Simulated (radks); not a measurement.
Results of a calculation; reference values are marked as such.
Initial-state core-level shifts of the lead ion Pb2+ when its valence configuration changes from [Hg]. Level of theory: scalar-relativistic Kohn-Sham, BLYP, spin-unpolarised, spherical densities, finite nucleus; Fermi nuclear charge, rms radius 5.5012 fm (a radial shooting solver on a logarithmic mesh with Libxc functionals). Shifts are changes of the shell-averaged eigenvalues in eV (positive: less bound); the change of the density at the nucleus, which sets a Mossbauer isomer shift, is in e/bohr^3, on a base of 2.957e+06.

| valence | 2s | 2p | 3d | 5s | density at nucleus |
|---|---|---|---|---|---|
| [Xe] 4f14 5d10 6s1 6p1 | -1.812 | -1.809 | -1.822 | -1.812 | -283.6 |
| [Xe] 4f13.5 5d10 6s2 6p0.5 | -11.118 | -11.026 | -12.096 | -5.381 | +143.9 |
| [Xe] 4f14 5d10 6s1.5 6p0.5 | -0.914 | -0.912 | -0.919 | -0.914 | -139.4 |
| [Xe] 4f14 5d9 6s2 6p1 | -6.628 | -6.623 | -6.556 | -6.032 | +80.5 |
| [Xe] 4f14 5d9 6s1.5 6p1.5 | -7.506 | -7.499 | -7.439 | -6.903 | -73.4 |
| [Xe] 4f14 5d8 6s2 6p2 | -13.367 | -13.357 | -13.204 | -12.039 | +163.9 |
| [Xe] 4f12 5d10 6s1.5 6p2.5 | -46.709 | -46.323 | -50.728 | -22.599 | +420.7 |
| [Xe] 4f13 5d10 6s2 6p1 | -22.471 | -22.285 | -24.445 | -10.805 | +291.3 |
| [Xe] 4f13.5 5d9 6s2 6p1.5 | -17.886 | -17.789 | -18.782 | -11.466 | +227.1 |
